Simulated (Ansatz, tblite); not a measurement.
Removing and adding an electron: Cs₈F₈ (relaxed from a model of 2x2x4 CsF rock-salt block, whose bonding it doesn't keep). Charge 0, multiplicity 1. Geometry: r2SCAN-D4/def2-SVP. Ansatz, gas phase; energy differences of separate SCF runs; the oxidised species was run as a doublet alone; the reduced species was run as a doublet alone.

```xyz
16

Cs   -1.206    4.099    2.131
F    -0.311    1.447    1.875
Cs    0.664   -1.279    2.139
F     1.537   -3.921    1.701
F     0.287    4.532   -0.118
Cs    1.579    2.030   -0.191
F     2.242   -0.800   -0.198
Cs    3.367   -3.376   -0.255
F    -3.025    3.381    0.221
Cs   -2.495    0.615    0.226
F    -1.266   -2.019    0.162
Cs   -0.559   -4.739    0.149
Cs   -1.603    4.016   -2.025
F    -0.665    1.373   -1.838
Cs    0.252   -1.366   -2.173
F     1.201   -3.992   -1.804
```

In the def2 sets Cs takes a core potential; there is no spin–orbit coupling. The xTB rows come from tblite. HOMO above LUMO, or a gap near zero within one spin, warns that the state may not be the lowest or that an electron is smeared out.

```tsv
level	−HOMO (eV)	vertical IE (eV)	−LUMO (eV)	vertical EA (eV)	HOMO–LUMO gap (eV)	IE − EA (eV)	remarks
GFN2-xTB	8.20	–	5.83	3.82	2.36	–	–
PBE-D4/def2-SVP	4.90	–	0.83	0.09	4.07	–	HOMO above zero (-1 doublet), gap within one spin near zero (-1 doublet)
```

Estimate the rows for GFN1-xTB, PBE0-D4/def2-SVP.


```json
{"level": "GFN1-xTB", "−HOMO (eV)": "10.53", "vertical IE (eV)": "11.52", "−LUMO (eV)": "9.85", "vertical EA (eV)": "8.86", "HOMO–LUMO gap (eV)": "0.68", "IE − EA (eV)": "2.66", "remarks": "–"}
{"level": "PBE0-D4/def2-SVP", "−HOMO (eV)": "6.61", "vertical IE (eV)": "7.85", "−LUMO (eV)": "0.37", "vertical EA (eV)": "-0.07", "HOMO–LUMO gap (eV)": "6.25", "IE − EA (eV)": "7.92", "remarks": "HOMO above zero (-1 doublet)"}
```

Run but left out: PBE-D4/def2-SVP (charge +1 doublet: an occupied level 0.01 eV above an empty one).   A HOMO above zero means that the electron is unbound at that level or that self-interaction error raises the level; the energy of removing that electron tells which. Raw xTB energy differences between charge states are shifted by several eV; the methods need an empirical correction for them. Sets without diffuse functions give affinities that are too small. A negative affinity means that the extra electron isn't bound; its size then hangs on the basis.
